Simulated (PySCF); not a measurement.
Gas-phase reaction: 2 GaNH2 + 4 H = Ga2H6 + N2H2. Level: M06-2X/def2-TZVP†; standard pressure 1 bar.

Method: PySCF energies plus ideal-gas RRHO corrections (1 bar). † marks an energy on the PBE0/def2-TZVP geometry and frequencies. Open shells (unrestricted): H (multiplicity 2); the rest are closed-shell singlets. Ga: all electrons, no relativistic terms. GaNH2, Ga2H6: computed as isolated molecules; such fragments, hydroxides, amides, oligomers or adducts are transient or little studied in the gas. The harmonic model lacks anharmonicity and excited electronic states, which grow with temperature; levels with a mode under 35 cm⁻¹ are left out.

| T (K) | 1000/T (1/K) | log10 K |
|---|---|---|
| 800 | 1.2500 | 18.62 |
| 1000 | 1.0000 | 9.81 |
| 1200 | 0.8333 | 3.93 |
| 1400 | 0.7143 | ? |
| 1600 | 0.6250 | -3.39 |
| 1800 | 0.5556 | -5.82 |

Task: Fit log10 K = a + b·(1000/T) to the five rows, get the mean ΔH° and ΔS°, and predict log10 K at 1400 K.

Result: Means: 1000/T = 0.8528, log10 K = 4.630. Sums of products about the means: Sxy = 11.26567, Sxx = 0.320037, so b = Sxy/Sxx = 35.20 and a = 4.630 − (35.20)×0.8528 = -25.39.
ΔH° = −R ln 10 × 1000 K × b = −19.145 × (35.20) = -674 kJ; ΔS° = R ln 10 × a = -486 J/K. The run's own values go from -674 kJ and -486 J/K at 800 K to -669 kJ and -483 J/K at 1800 K.
Prediction at 1400 K: -25.39 + (35.20)×0.7143 = -0.25. The computed value is -0.26, 0.01 from the line.
For scale, ΔH°(298 K) is -656 kJ at this level, -688 kJ at ωB97M-V/def2-TZVP†, and runs from -786 to -476 kJ over the 19 levels computed.
